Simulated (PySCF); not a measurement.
# What a mistake does to a calculation on CH6OSi2

Calculated results; nothing here was measured. The program is PySCF 2.14.0, an open-source quantum chemistry code, run on an isolated molecule that a program drew, which may never have been made. The molecule is CH6OSi2 (charge 0, singlet), drawn as the SMILES string `[SiH]CO[SiH3]`.

Each row is a Hartree-Fock (HF) and frozen-core CCSD(T) single point in the cc-pV(D+d)Z basis, meant for a local HF minimum. Run 1 is clean. Each other run has one planted mistake out of seven kinds, and not every kind appears here: one electron removed, one electron added, multiplicity raised by two, geometry at a saddle point, minimal basis STO-3G, one bond length entered in bohr, all coordinates scaled. The reference is restricted for singlets and unrestricted otherwise, and also for a bond in bohr. Adding or removing an electron swaps singlet and doublet. Electrons count all cores. HOMO and LUMO are orbital energies over both spins, the gradient is its largest component, and the lowest frequency (negative if imaginary) is given only where the gradient is small. Bond lengths are over the 9 bonds as drawn. T1 is the CCSD diagnostic: over 0.02 (restricted) or 0.045 (unrestricted) a single reference is doubtful.

Geometry of the clean run:
```xyz
10
CH6OSi2, angstrom
Si    0.8471   -1.7201    1.2871
C     0.2524   -0.3802    0.0613
O     0.0401    0.8552    0.7162
Si   -0.4685    2.2484   -0.0007
H     0.9333   -2.7862    0.2046
H    -0.6696   -0.7279   -0.4290
H     0.9959   -0.2755   -0.7434
H    -0.5512    3.2743    1.0542
H     0.4855    2.6737   -1.0526
H    -1.7960    2.0573   -0.6321
```

```
run,electrons,basis functions,<S^2>,HOMO (eV),LUMO (eV),gradient (hartree/bohr),lowest frequency (cm^-1),mean bond (Å),longest bond (Å),T1,HF (hartree),CCSD(T) (hartree),mistake
1,48,104,0.000,-8.89,0.66,1.6e-05,51,1.4593,1.911,0.0129,-694.05479,-694.63624,no fault
2,47,104,0.763,-15.90,-6.93,5.1e-02,-,1.4593,1.911,0.0215,-693.76531,-694.31584,one electron removed
3,48,104,0.000,-8.95,0.58,2.1e-02,-,1.5002,1.964,0.0134,-694.04795,-694.63432,?
4,48,104,2.005,-8.04,0.25,3.6e-02,-,1.4593,1.911,0.0151,-694.02789,-694.58694,?
```

**Which mistake was planted in run 3, and what did it cost?**

The mean and the longest bond both change by the same factor, 1.028, and the gradient is no longer small. So the mistake is: all coordinates scaled. Subtracting run 1 and multiplying by 627.51 kcal/mol a hartree, the energy moved by 4.3 kcal/mol in HF and 1.2 kcal/mol in CCSD(T).

**Which mistake was planted in run 4, and what did it cost?**

Electrons, basis and geometry are unchanged, and <S^2> is 2.005, beside S(S+1) = 2.00 for a multiplicity of 3. So the mistake is: multiplicity raised by two. Subtracting run 1 and multiplying by 627.51 kcal/mol a hartree, the energy moved by 16.9 kcal/mol in HF and 30.9 kcal/mol in CCSD(T).

